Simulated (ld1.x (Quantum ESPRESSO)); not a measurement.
## iron (Fe): one change to a TM potential, before and after

iron, norm-conserving Troullier–Martins (Kleinman–Bylander form), made with ld1.x (Quantum ESPRESSO) 7.5 (LDA (PZ), scalar-relativistic). Core [Ar], reference 3d5 4s0 4p0 (charge +3). Waves: 4s (bound, empty): rc 2.10 bohr; 4p (bound, empty): rc 1.75 bohr; 3d (bound): rc 1.30 bohr. Local part: all-electron potential smoothed inside 1.25 bohr (lloc = -1). Core correction: none.

All-electron outer shells of the reference configuration (LDA (PZ), scalar-relativistic, ld1.x):

```csv
shell,level (eV),outermost node (bohr),outermost maximum (bohr)
3p,-96.90,0.30,0.71
3d,-43.51,–,0.69
4s,-31.33,0.98,2.00
4p,-24.05,1.05,2.26
```

Change: functional PBE.

Cutoffs: the cutoffs (Ry, on a coarse ladder) from which the occupation-weighted sum of valence levels, in a spherical-Bessel basis at the reference potential, stays within 10 and 1 mRy of its value at 400 Ry; they do not see the model core or the augmentation charge, which bear on the density cutoff. Errors are all-electron minus pseudo energies relative to the spin-unpolarised reference configuration.

Task: What does the change do?

Result: The potential gets neither clearly harder nor softer (140 Ry and 200 Ry → 140 Ry and 200 Ry); the bound ghosts move from s to p, s; the number of tests with a reliable result goes from 9 to 7; of the 7 tests that both files solve, the error grows in 5 and shrinks in 1 by more than 15 % and 0.3 meV (median size 110.3 → 188.2 meV).

```tsv
quantity	base	changed
cutoff, loose	140 Ry	140 Ry
cutoff, tight	200 Ry	200 Ry
bound ghosts	s	s, p
error for 3d6 4s2 4p0, meV [ΔE -60.00 → -59.16 eV]	+213	+449
error for 3d6 4s1 4p0, meV [ΔE -51.02 → -50.43 eV]	+68	+188
error for 3d6 4s0 4p0, meV [ΔE -34.53 → -34.22 eV]	-128	-111
error for 3d7 4s0 4p0, meV [ΔE -53.14 → -52.52 eV]	-292	-210
error for 3d6 4s0 4p1, meV [ΔE -45.89 → -45.37 eV]	+110	+173
error for 3d6.5 4s1.5 4p0, meV [ΔE -60.75 → -59.88 eV]	+88	+294
error for 3d7 4s1 4p0, meV [ΔE -60.83 → -59.95 eV]	-51	+136
s: phases at 2.31 bohr within 0.05 rad from the reference energy up to (Ry; the scan ends near 5)	1.9	1.9
p: phases at 2.31 bohr within 0.05 rad from the reference energy up to (Ry; the scan ends near 5)	-1.4	-1.4
d: phases at 2.31 bohr within 0.05 rad from the reference energy up to (Ry; the scan ends near 5)	-0.5	-0.4
```

 A true bound ghost makes a file unfit for plane-wave use even where its test errors are small: the radial tests pick states by their node count and pass the ghost by.
